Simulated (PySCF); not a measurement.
Partial charges of `CNC(=O)/C=C\C#N`

C5H6N2O.
Structure used (GFN2-xTB), in Å, numbered top down from 1:
```xyz
14
C5H6N2O angstrom
C     -2.0984   -0.6615   -0.3532
N     -0.7184   -0.4262   -0.0070
C     -0.3322    0.6444    0.7171
O     -1.1065    1.4593    1.1811
C      1.1336    0.7879    0.9541
C      2.1268    0.4293    0.1356
C      1.9699   -0.2373   -1.0949
N      1.8846   -0.7902   -2.0973
H     -2.4177   -1.6440   -0.0021
H     -2.2377   -0.6056   -1.4343
H     -2.6945    0.1101    0.1312
H     -0.0313   -1.0529   -0.3948
H      1.3631    1.3343    1.8587
H      3.1582    0.6521    0.3836
```

Density: PBE0/pcSseg-1 (PySCF); schemes: Mulliken, IAO, Hirshfeld and ESP-fitted. One conformer (not necessarily the lowest) at the GFN2-xTB geometry, without solvent, vibrations or thermal averaging.

Atoms with like bonding are taken together and averaged. For which atoms does the sign change between the 4 schemes (beyond +0.03 e in one, beyond −0.03 e in another)?

For none.

At which atom do the 4 schemes differ most?

At C3: from +0.164 (Hirshfeld) to +0.684 e (ESP-fitted), 0.520 e apart.

Tabulate the Mulliken, IAO, Hirshfeld and ESP-fitted charges.

In e; atoms taken as equivalent share a row and are averaged (×n: the atom named and its like, n in all):

```
      atom            environment  Mulliken     IAO  Hirshfeld  ESP-fitted
        C1        N-methyl carbon    -0.093  -0.317     -0.058      -0.100
        N2         amide nitrogen    -0.532  -0.324     -0.097      -0.433
        C3  amide carbonyl carbon    +0.479  +0.413     +0.164      +0.684
        O4           amide oxygen    -0.431  -0.493     -0.281      -0.533
        C5       alkene CH carbon    -0.088  -0.133     -0.008      -0.364
        C6       alkene CH carbon    -0.091  -0.194     -0.022      -0.206
        C7         nitrile carbon    +0.071  +0.130     +0.084      +0.401
        N8       nitrile nitrogen    -0.234  -0.228     -0.201      -0.444
H9/H10/H11        methyl hydrogen    +0.132  +0.161     +0.052      +0.091
       H12     amide N–H hydrogen    +0.217  +0.277     +0.117      +0.304
       H13       vinylic hydrogen    +0.142  +0.189     +0.071      +0.221
       H14       vinylic hydrogen    +0.163  +0.195     +0.077      +0.196
```

Mean size of the charges over all atoms: ESP-fitted 0.297 e, IAO 0.241 e, Mulliken 0.210 e, Hirshfeld 0.095 e. Each set sums to the total charge, 0, to within 0.001 e. The Mulliken scheme gives each basis function's population to the atom it is centred on and halves the overlap population of two atoms between them. The IAO scheme projects the occupied orbitals on a minimal set of polarised atomic orbitals and counts the electrons in each atom's part of it.

Some averages cover members that differ in this geometry: H9/H10/H11, IAO +0.151 to +0.181; H9/H10/H11, ESP-fitted +0.075 to +0.104 e.

How many electrons does the ESP-fitted scheme count on C6?

Z − q = 6 − (-0.206) = 6.206.

Sum the charges by element, for elements with more than one atom.

```
element  atoms  Mulliken     IAO  Hirshfeld  ESP-fitted
      C      5    +0.278  -0.100     +0.159      +0.415
      N      2    -0.766  -0.552     -0.297      -0.877
      H      6    +0.918  +1.145     +0.419      +0.995
```

How closely do the schemes follow one another over all atoms?

Correlation coefficient and root-mean-square difference: Mulliken with IAO 0.93, 0.095 e; IAO with Hirshfeld 0.92, 0.161 e; Mulliken with ESP-fitted 0.92, 0.152 e; IAO with ESP-fitted 0.91, 0.152 e; Hirshfeld with ESP-fitted 0.90, 0.246 e; Mulliken with Hirshfeld 0.89, 0.162 e.

These values come from a run that also computed NMR shieldings. On AMD EPYC 9R45, one thread, shared host with 96 logical CPUs at a one-minute load of 36, this took 14 s and 0.73 GiB of memory at its peak.
